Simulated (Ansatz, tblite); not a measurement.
Forces on the cluster Cs₅⁻ at its PBE0/def2-TZVPD geometry. The state is a singlet with charge -1.

In the def2 sets Cs takes a core potential; there is no spin–orbit coupling. The xTB rows come from tblite. At r2SCAN/def2-TZVPD the restricted singlet is unstable: a solution with broken spin symmetry lies lower. The structure comes from a short search, and lower isomers may exist.

GFN1-xTB (tblite), largest force 0.42 eV/Å:

```xyz
5
positions Å, forces eV/Å
Cs    1.132   -3.039   -4.273   -0.010    0.041    0.055
Cs   -2.451    1.059    2.829    0.172   -0.179   -0.321
Cs    2.074    0.490   -0.782   -0.384   -0.091    0.145
Cs   -3.004   -2.348   -0.773    0.247    0.278    0.163
Cs    2.249    3.837    2.999   -0.025   -0.050   -0.042
```

GFN2-xTB (tblite), largest force 0.28 eV/Å:

```
Cs 0.066 0.097 0.070
Cs -0.193 -0.111 -0.003
Cs 0.258 0.061 -0.097
Cs -0.171 0.025 0.140
Cs 0.039 -0.072 -0.109
```

r2SCAN/def2-TZVPD (Ansatz), largest force 0.03 eV/Å:

```
Cs -0.001 -0.014 -0.016
Cs -0.001 0.019 0.022
Cs 0.004 0.001 -0.002
Cs -0.007 -0.021 -0.019
Cs 0.004 0.015 0.015
```
